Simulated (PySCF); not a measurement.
Mapped SMILES: `[CH3:1][B:2]([CH3:3])[NH2:4]`; H(Xn) means a hydrogen on atom n.

[PySCF: geometry from PBE0-D3(BJ)/def2-SVP; PBE/pcSseg-2 with gauge-including orbitals; one computed conformer; fast rotation and ring inversion assumed for equivalent nuclei; isolated molecule; non-relativistic]

Scale: ¹³C (σref 179.39) and ¹H (σref 31.18) vs TMS; BF3·OEt2 for ¹¹B (σref 92.70); NH3 for ¹⁵N (σref 261.04) (reference shieldings calculated alike).

```csv
atoms,nucleus,count,δ (ppm)
H(N4),¹H,2,3.59
C1/C3,¹³C,2,6.0
N4,¹⁵N,1,111.7
H(C1)/H(C3),¹H,6,?
B2,¹¹B,1,?
```

**Question.** Complete the table.

**Answer.** 
- H(C1)/H(C3): 0.28 ppm, hydrogen on a methyl carbon bonded to B
- B2: 45.8 ppm, boron bonded to 2 C, N

Exchangeable OH/NH protons stand at their gas-phase positions; hydrogen bonding in a real sample shifts them, mostly to higher δ. A carbon bonded to boron is broadened by the quadrupolar boron nucleus and is often missing from a measured spectrum. Shifts are as computed, not scaled to solution data. Of 1211 compounds with measured shifts, 218 miss one by over three times the rms of a fit or turn the order of signals round; such compounds aren't used in these exercises. Experimental scales use liquid or dissolved standards, which lie at an offset from isolated NH3 (liquid NH3: subtract about 20 ppm).
